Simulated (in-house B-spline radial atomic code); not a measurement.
RPA and G0W0 on Hartree-Fock: Ca16+

Configuration [He] 2s2, mean-field start Hartree-Fock. Computed with a B-spline radial code for spherical atoms: all electrons, non-relativistic, point nucleus, each spin shell either full or empty, empty states to l = 9 with an (l + 1/2)⁻⁴ tail; G0W0 by contour deformation at full frequency.

Command:
```bash
python run_gw.py task.json out
```
Settings (radii: box in bohr, nucleus in fm):
```
Z                        20
electrons                4
configuration            [He] 2s2
hamiltonian              nr
method                   hf
lmax                     9
spin_polarised           False
box_radius               4.78
intervals                45
ion_configuration        [He] 2s1
```

Run time, properties included: 2.4 s on 1 thread of Intel(R) Xeon(R) Platinum 8259CL CPU @ 2.50GHz (shared host).

Energies (hartree):

```json
{"term": "mean-field total", "value": "-469.39266"}
{"term": "Hartree-Fock functional on these orbitals", "value": "-469.39266"}
{"term": "direct second order", "value": "-0.38052"}
{"term": "second-order exchange", "value": "0.18656"}
{"term": "SOSEX correction", "value": "0.15867"}
```

Question: What is the RPA correlation energy, and what remains with SOSEX?

Answer: RPA gives -0.32401 hartree (-2.2 eV per electron); RPA + SOSEX gives -0.16535, and the second-order doubles (MP2) -0.19396 hartree. SOSEX takes back 49 % of the RPA value.

Quasi-particle levels (eV):

```
level  occupied  mean field  Σx - vxc     Σc  QP weight      G0W0
   2s       yes    -1074.92      0.00      ?          ?         ?
   1s       yes    -4906.22      0.00   4.07      0.995  -4902.16
   2p        no     -969.36      0.00  -1.03      0.991   -970.39
```

G0W0 = mean field + (Σx - vxc) + Σc, with Σc (partial-wave tail included) taken at the quasi-particle energy.

Question: Where does G0W0 put 2s?

Answer: At -1079.91 eV, with Σc = -4.99 eV and a quasi-particle weight of 0.981. The tabulated removal energy is 1086.8 ± 0.4 eV (NIST, semi-empirical); the calculation leaves out relativity, Breit and QED terms, and what these don't explain is the method's own error.

Question: What does it cost to remove one electron (to [He] 2s1) by differences of total energies, each species on its own start (correlation terms add to the Hartree-Fock functional)?

Answer: Hartree-Fock functional 1074.63 eV, + RPA 1079.06 eV, + RPA + SOSEX 1077.75 eV, + second order 1078.50 eV. Tabulated: 1086.8 ± 0.4 eV (NIST, semi-empirical); the calculation leaves out relativity, Breit and QED terms, and what these don't explain is the method's own error.
